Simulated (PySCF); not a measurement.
PySCF input file for NaF, SMILES [F][Na], TDDFT-LC-ωPBE/def2-TZVPD. Geometry: B3LYP-D3(BJ)/def2-TZVPD.

```python
import numpy as np
from pyscf import gto, scf, dft, tdscf

mol = gto.M(
    atom='''
    Na    0.00000000    0.00000000   -0.87102028
    F     0.00000000    0.00000000    1.06458034
    ''',
    basis='def2-TZVPD',
    charge=0,
    spin=0,
    symmetry=True,
    symmetry_subgroup='C2v',
    max_memory=1600,
    verbose=4,
)
mf = dft.RKS(mol, xc='lc_wpbe').density_fit(auxbasis='def2-universal-jkfit')
mf.grids.level = 3
mf.conv_tol = 1e-9
mf.max_cycle = 100
mf.kernel()
mf.grids = dft.Grids(mol).set(level=1).build(with_non0tab=True)  # coarser grid for the response kernel
td = tdscf.TDDFT(mf)
td.singlet = True
td.nstates = 10
td.conv_tol = 1e-4
td.positive_eig_threshold = 1e-6
td.kernel(x0=td.get_init_guess(mf, 15))
td.analyze()
tt = tdscf.TDA(mf)
tt.singlet = False
tt.nstates = 4
tt.conv_tol = 1e-4
tt.positive_eig_threshold = 1e-6
tt.kernel(x0=tt.get_init_guess(mf, 9))
tt.analyze(verbose=3)
```

It prints:

```
PySCF version 2.14.0

[INPUT] verbose = 4
[INPUT] num. atoms = 2
[INPUT] num. electrons = 20
[INPUT] charge = 0
[INPUT] spin (= nelec alpha-beta = 2S) = 0
[INPUT] symmetry True subgroup C2v
[INPUT] Mole.unit = angstrom
[INPUT] Symbol           X                Y                Z      unit          X                Y                Z       unit  Magmom
[INPUT]  1 Na     0.000000000000   0.000000000000  -0.871020280000 AA    0.000000000000   0.000000000000  -1.645989778142 Bohr   0.0
[INPUT]  2 F      0.000000000000   0.000000000000   1.064580340000 AA    0.000000000000   0.000000000000   2.011765280196 Bohr   0.0

nuclear repulsion = 27.0657817215826
point group symmetry = Coov, use subgroup C2v
symmetry origin: [ 0.00000000e+00  0.00000000e+00 -1.88972606e-09]
symmetry axis x: [1. 0. 0.]
symmetry axis y: [0. 1. 0.]
symmetry axis z: [0. 0. 1.]
num. orbitals of irrep A1 = 34
num. orbitals of irrep A2 = 7
num. orbitals of irrep B1 = 17
num. orbitals of irrep B2 = 17
number of shells = 27
number of NR pGTOs = 111
number of NR cGTOs = 75
basis = def2-TZVPD
ecp = {}


******** <class 'pyscf.df.df_jk.DFSymAdaptedRKS'> ********
method = DFSymAdaptedRKS
initial guess = minao
damping factor = 0
level_shift factor = 0
DIIS = <class 'pyscf.scf.diis.CDIIS'>
diis_start_cycle = 1
diis_space = 8
diis_damp = 0
SCF conv_tol = 1e-09
SCF conv_tol_grad = None
SCF max_cycles = 100
direct_scf = False
XC library pyscf.dft.libxc version 7.1.2
    S. Lehtola, C. Steigemann, M. J. T. Oliveira, and M. A. L. Marques,  SoftwareX 7, 1–5 (2018)
XC functionals = lc_wpbe
    O. A. Vydrov and G. E. Scuseria,  J. Chem. Phys. 125, 234109 (2006)
radial grids:
    Treutler-Ahlrichs [JCP 102, 346 (1995); DOI:10.1063/1.469408] (M4) radial grids

becke partition: Becke, JCP 88, 2547 (1988); DOI:10.1063/1.454033
pruning grids: <function nwchem_prune>
grids dens level: 3
symmetrized grids: True
atomic radii adjust function: <function treutler_atomic_radii_adjust>
small_rho_cutoff = 0
Freeze 0 electrons in irreps []
    20 free electrons in irreps A1 A2 B1 B2
Set gradient conv threshold to 3.16228e-05
Initial guess from minao.
tot grids = 32368
Create RSH-DF object <pyscf.df.df.DF object> for omega=0.4
******** <class 'pyscf.df.df.DF'> ********
auxbasis = auxmol.basis = def2-universal-jkfit
init E= -261.777256937328
HOMO (B1) = -0.587584920922583  LUMO (A1) = -0.0764548939618734  gap/eV = 13.90856
cycle= 1 E= -261.977163912745  delta_E= -0.2  |g|= 0.857  |ddm|= 0.853
HOMO (B1) = -0.108016661211781  LUMO (A1) = -0.015795662728479  gap/eV = 2.50946
cycle= 2 E= -261.821779253931  delta_E= 0.155  |g|= 1.39  |ddm|= 0.846
HOMO (B2) = -0.349871742669006  LUMO (A1) = -0.0168294818310244  gap/eV = 9.06254
cycle= 3 E= -262.105043672298  delta_E= -0.283  |g|= 0.0286  |ddm|= 0.484
HOMO (B2) = -0.352789718240413  LUMO (A1) = -0.0146198739243673  gap/eV = 9.20207
cycle= 4 E= -262.105241792748  delta_E= -0.000198  |g|= 0.0138  |ddm|= 0.0299
HOMO (B2) = -0.356195361153116  LUMO (A1) = -0.0144151010960485  gap/eV = 9.30031
cycle= 5 E= -262.105277682356  delta_E= -3.59e-05  |g|= 0.00382  |ddm|= 0.00921
HOMO (B2) = -0.356719728589167  LUMO (A1) = -0.0143619093363228  gap/eV = 9.31603
cycle= 6 E= -262.10528137123  delta_E= -3.69e-06  |g|= 0.00063  |ddm|= 0.00322
HOMO (B2) = -0.356574447719938  LUMO (A1) = -0.014350437719699  gap/eV = 9.31239
cycle= 7 E= -262.105281863631  delta_E= -4.92e-07  |g|= 0.000198  |ddm|= 0.00145
HOMO (B2) = -0.356503259390563  LUMO (A1) = -0.0143775982369689  gap/eV = 9.30971
cycle= 8 E= -262.105281913616  delta_E= -5e-08  |g|= 4.05e-05  |ddm|= 0.00055
HOMO (B2) = -0.356497349888884  LUMO (A1) = -0.0143985612175399  gap/eV = 9.30898
cycle= 9 E= -262.105281915875  delta_E= -2.26e-09  |g|= 8.38e-06  |ddm|= 0.000137
HOMO (B1) = -0.356498585714511  LUMO (A1) = -0.0143942315796863  gap/eV = 9.30913
cycle= 10 E= -262.105281915951  delta_E= -7.57e-11  |g|= 1.48e-06  |ddm|= 2.52e-05
HOMO (B2) = -0.356498889388097  LUMO (A1) = -0.014393782546577  gap/eV = 9.30915
Extra cycle  E= -262.105281915951  delta_E= -4.55e-13  |g|= 7.82e-07  |ddm|= 3.01e-06
converged SCF energy = -262.105281915951
tot grids = 11416
Overwritten attributes  positive_eig_threshold  of <class 'pyscf.tdscf.rks.TDDFT'>


******** <class 'pyscf.tdscf.rks.TDDFT'> for <class 'pyscf.df.df_jk.DFSymAdaptedRKS'> ********
nstates = 10 singlet
deg_eia_thresh = 1.000e-03
wfnsym = None
conv_tol = 0.0001
eigh lindep = 1e-12
eigh level_shift = 0
eigh max_cycle = 100


Excitation energies (eV)
[5.18227215 5.18227215 5.52472573 6.91698295 6.91709811 6.92613647
 7.144676   7.144676   7.15338234 7.2568089 ]

** Singlet excitation energies and oscillator strengths **
Excited State   1:   B1      5.18227 eV    239.25 nm  f=0.0192
       9 -> 11       -0.62240
       9 -> 14       -0.22094
       9 -> 18       -0.23778
Excited State   2:   B2      5.18227 eV    239.25 nm  f=0.0192
      10 -> 11        0.62240
      10 -> 14        0.22094
      10 -> 18        0.23778
Excited State   3:   A1      5.52473 eV    224.42 nm  f=0.0456
       8 -> 11        0.62464
       8 -> 14        0.22197
       8 -> 18        0.22211
Excited State   4:   A2      6.91698 eV    179.25 nm  f=0.0000
       9 -> 13        0.38634
       9 -> 16        0.29821
      10 -> 12        0.38634
      10 -> 15        0.29821
Excited State   5:   A1      6.91710 eV    179.24 nm  f=0.0000
       9 -> 12       -0.38634
       9 -> 15       -0.29821
      10 -> 13        0.38634
      10 -> 16        0.29821
Excited State   6:   A2      6.92614 eV    179.01 nm  f=0.0000
       9 -> 13        0.38603
       9 -> 16        0.29740
      10 -> 12       -0.38603
      10 -> 15       -0.29740
Excited State   7:   B1      7.14468 eV    173.53 nm  f=0.0068
       8 -> 12       -0.54177
       8 -> 15       -0.42122
       8 -> 20       -0.11896
Excited State   8:   B2      7.14468 eV    173.53 nm  f=0.0068
       8 -> 13       -0.54177
       8 -> 16       -0.42122
       8 -> 21       -0.11896
Excited State   9:   A1      7.15338 eV    173.32 nm  f=0.0177
       9 -> 12        0.40830
       9 -> 15        0.27393
      10 -> 13        0.40830
      10 -> 16        0.27393
Excited State  10:   B1      7.25681 eV    170.85 nm  f=0.0433
       9 -> 11       -0.22907
       9 -> 14        0.44039
       9 -> 17       -0.38584
       9 -> 18        0.27280
       9 -> 19        0.12907

** Transition electric dipole moments (AU) **
state          X           Y           Z        Dip. S.      Osc.
  1        -0.3884      0.0000     -0.0000      0.1509      0.0192
  2        -0.0000      0.3884     -0.0000      0.1509      0.0192
  3        -0.0000      0.0000      0.5803      0.3367      0.0456
  4        -0.0000      0.0000      0.0000      0.0000      0.0000
  5        -0.0000      0.0000      0.0000      0.0000      0.0000
  6        -0.0000      0.0000      0.0000      0.0000      0.0000
  7         0.1964      0.0000     -0.0000      0.0386      0.0068
  8         0.0000      0.1964      0.0000      0.0386      0.0068
  9        -0.0000     -0.0000     -0.3177      0.1009      0.0177
 10         0.4933     -0.0000      0.0000      0.2433      0.0433

** Transition velocity dipole moments (imaginary part, AU) **
state          X           Y           Z        Dip. S.      Osc.
  1        -0.0742     -0.0000     -0.0000      0.0055      0.0193
  2        -0.0000      0.0742     -0.0000      0.0055      0.0193
  3        -0.0000      0.0000      0.1174      0.0138      0.0453
  4         0.0000     -0.0000     -0.0000      0.0000      0.0000
  5        -0.0000      0.0000      0.0000      0.0000      0.0000
  6        -0.0000      0.0000     -0.0000      0.0000      0.0000
  7         0.0499      0.0000      0.0000      0.0025      0.0063
  8         0.0000      0.0499     -0.0000      0.0025      0.0063
  9        -0.0000      0.0000     -0.0883      0.0078      0.0198
 10         0.1271      0.0000      0.0000      0.0161      0.0404

** Transition magnetic dipole moments (imaginary part, AU) **
state          X           Y           Z
  1         0.0000      0.1470      0.0000
  2         0.1470      0.0000      0.0000
  3        -0.0000     -0.0000     -0.0000
  4        -0.0000     -0.0000      0.0000
  5        -0.0000      0.0000      0.0000
  6         0.0000     -0.0000     -0.0000
  7        -0.0000     -0.1098      0.0000
  8         0.1098      0.0000     -0.0000
  9         0.0000     -0.0000     -0.0000
 10        -0.0000     -0.2234     -0.0000
Overwritten attributes  positive_eig_threshold  of <class 'pyscf.tdscf.rks.TDA'>


******** <class 'pyscf.tdscf.rks.TDA'> for <class 'pyscf.df.df_jk.DFSymAdaptedRKS'> ********
nstates = 4 triplet
deg_eia_thresh = 1.000e-03
wfnsym = None
conv_tol = 0.0001
eigh lindep = 1e-12
eigh level_shift = 0
eigh max_cycle = 100


Excitation energies (eV)
[5.07030615 5.07030615 5.22492604 6.757595  ]

** Triplet excitation energies and oscillator strengths **
Excited State   1:   B1      5.07031 eV    244.53 nm  f=0.0000
Excited State   2:   B2      5.07031 eV    244.53 nm  f=0.0000
Excited State   3:   A1      5.22493 eV    237.29 nm  f=0.0000
Excited State   4:   A1      6.75759 eV    183.47 nm  f=0.0000
```

Self-consistency was reached.
